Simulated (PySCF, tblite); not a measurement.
Species: C8H7PS.
Geometry (GFN2-xTB, Å), atoms numbered from 1 in this order:
```xyz
17
C8H7PS angstrom
C      0.6893    2.7978    0.0938
C      0.1614    1.7196    0.0664
C     -0.4768    0.4543    0.0429
C     -1.7541    0.3795   -0.5155
C     -2.4942   -0.7883   -0.5529
C     -2.0463   -1.9901   -0.0447
P     -0.4980   -2.2624    0.6881
C      0.1688   -0.6567    0.5831
S      1.8093   -0.4835    1.2841
C      2.7625   -0.1853   -0.2378
H      1.1575    3.7361    0.1240
H     -2.1764    1.2880   -0.9215
H     -3.4793   -0.7501   -1.0005
H     -2.6976   -2.8529   -0.1098
H      3.7961   -0.0743    0.0724
H      2.4135    0.7233   -0.7187
H      2.6573   -1.0429   -0.8968
```

Jobs on this species (17 atoms, 86 electrons) with PySCF (density fitting) and tblite. Hardware of each: an Arm Neoverse N1 with one thread, on a shared host. Times come from a shared host and carry two figures at best.

```json
{"level and settings": "GFN2-xTB", "work": "Hessian by finite differences", "basis functions": "–", "SCF cycles": "–", "wall time": "?"}
{"level and settings": "PBE0/pcSseg-1", "work": "shieldings, ring-centre shieldings, charges and field gradients", "basis functions": "219", "SCF cycles": "15", "wall time": "79 s"}
{"level and settings": "GFN2-xTB", "work": "L-BFGS relaxation", "basis functions": "–", "SCF cycles": "–", "wall time": "1.5 s"}
```

**Question.** Fill in the missing figures.

**Answer.** 
- GFN2-xTB; Hessian by finite differences: 1.3 s

**Question.** What do all jobs in the table cost together?

**Answer.** About 82 s; the longest takes about 97 % of that, and about 61 times as long as the shortest.
